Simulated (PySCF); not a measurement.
Species: C2H8SiTe.
Numbering: `[CH3:1][CH2:2][SiH2:3][TeH:4]` (hydrogens: H5, H6, H7 on C1; H8, H9 on C2; H10, H11 on Si3; H12 on Te4)

Method used: PBE0-D3(BJ)/def2-SVP geometry optimisation, gas phase, def2 core potentials past Kr (PySCF).

Give the optimised bond lengths and angles.

```
               bond  length (Å)
              C1–C2       1.524
             C2–Si3       1.884
            Si3–Te4       2.512
C1–H5, C1–H6, C1–H7       1.101
       C2–H8, C2–H9       1.105
   Si3–H10, Si3–H11       1.495
            Te4–H12       1.666
```

Bonds in one row agree within 0.01 Å and their mean is given. A selection of angles:
```
      angle  degrees
   C2–C1–H5    111.5
   H5–C1–H6    107.3
  C1–C2–Si3    115.1
   C1–C2–H8    111.1
  Si3–C2–H8    106.3
  Si3–C2–H9    107.2
   H8–C2–H9    105.8
 C2–Si3–Te4    112.8
 C2–Si3–H10    111.3
 C2–Si3–H11    110.2
Te4–Si3–H10    103.4
Te4–Si3–H11    109.7
H10–Si3–H11    109.2
Si3–Te4–H12     91.5
```

Dihedral angles: C1–C2–Si3–Te4 -58° (synclinal). The mirror-image conformer, all signs reversed, is as good.

Si3 (SiH2 silicon) is distorted tetrahedral (angles from 103.4° to 112.8°).

Point group: C1 (no symmetry element, even within 0.4 Å). Not checked by PBE0-D3(BJ)/def2-SVP frequencies. One conformer, not necessarily the lowest (C1–C2–Si3–Te4 -58°, C2–Si3–Te4–H -66°).
